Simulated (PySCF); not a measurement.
# Exercise with solution: oscillator strength and radiative lifetime

C₂H₂Cl₂, SMILES C(/Cl)=C/Cl.

The structure is a stationary point at ωB97X-D3(BJ)/def2-SVP.

PySCF 2.14.0 with TDA-PBE/def2-SVPD puts the first singlet state with f over 0.02 at 6.35 eV (vertical), with the transition dipole (0.000, -1.379, 0.000) in atomic units.

**Question.** Find the oscillator strength, the wavelength and the radiative lifetime that this transition would have in vacuum if emission retraced absorption.

**Answer.** 
|μ|² = 1.9016 au, so |μ| = 3.51 D. ΔE = 6.35/27.211 = 0.2334 hartree. f = (2/3) ΔE |μ|² = 0.296 (the program prints 0.296).
λ = 1239.84/6.35 = 195 nm; ν = 51216 cm⁻¹.
Einstein's coefficient A = 0.6670 ν² f s⁻¹ (ν in cm⁻¹) = 5.2e8 s⁻¹, so τ = 1/A = 1.9 ns. This state is S3; the lower singlets have f = 0.001, 0.000. The figure is the radiative limit of this one transition; relaxation, internal conversion, crossing to triplets and a medium change what is measured.
